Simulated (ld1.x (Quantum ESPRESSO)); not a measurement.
The numbers below are computed, except where a source is named.
Potentials for Rh compared

Generated with ld1.x 7.5 (TM, RRKJ, ultrasoft, PAW), atompaw 4.2 or ONCVPSP 4.0.1. The cutoff is in Ry: for ld1.x and atompaw files where the sum of valence levels is converged to 10 mRy in a Bessel basis, for ONCV files where the hardest occupied wave has 1 mHa per electron of residual kinetic energy. The error is the largest all-electron minus pseudo excitation energy over each file’s own four to seven test configurations (ionisations up to +4, promotions, holes and added fractions of an electron), all of which were solved. The labels leave out finer settings (local radius, basis sizes, second energies), which also bear on the numbers. Spin-polarised tests are not counted. The rows are a selection from randomly drawn settings: files with unsolved tests, undetermined cutoffs or missed reference levels are left out.

A true bound ghost makes a file unfit for plane-wave use even where its test errors are small: the radial tests pick states by their node count and pass the ghost by.

```csv
potential,cutoff (Ry),largest error (meV),bound ghosts
"ultrasoft, LDA (PZ), fully relativistic, rc 2.25/4.10/1.60 (spd), local smoothed, core correction no, reference 4d8 5s0.5 5p0",40,-55,none
"TM, BP86, scalar-relativistic, rc 2.45/4.15/1.25 (spd), local s, core correction yes, reference 4d8 5s1 5p0",70,-671,none
"TM semilocal, PBE, scalar-relativistic, rc 1.95/3.65/2.05 (spd), local s, core correction no, reference 4d8 5s0.5 5p0.5",50,-91,none
"TM semilocal, BLYP, scalar-relativistic, rc 2.60/1.70/1.70 (spd), local d, core correction no, reference 4p6 4d7.5 5s0 5p0",55,+109,none
```

Problem. Fill in the row for Rh: TM, PBE, scalar-relativistic, rc 2.65/1.15/2.05 (spd), local smoothed, core correction no, reference 4p6 4d8 5s1 5p0.

Solution. cutoff 110 Ry, largest error -64 meV, bound ghosts: s.
